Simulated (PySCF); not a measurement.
**How methods differ on the ionisation energy of Ca⁺**

Ca⁺ [Ar] 4s1 (2S) → Ca²⁺ [Ar] (1S), as a difference of total energies. Computed with PySCF 2.14 in x2c-SVPall (5s3p2d, 24 functions), with the spin-free X2C one-electron Hamiltonian (Gaussian nucleus). The calculations carry no spin-orbit coupling.

```
method  ionisation energy (eV)
   UHF                  11.308
r2SCAN                  11.664
 B3LYP                  12.064
```

For comparison: 11.872 eV (measured; NIST Atomic Spectra Database, ionization energies).
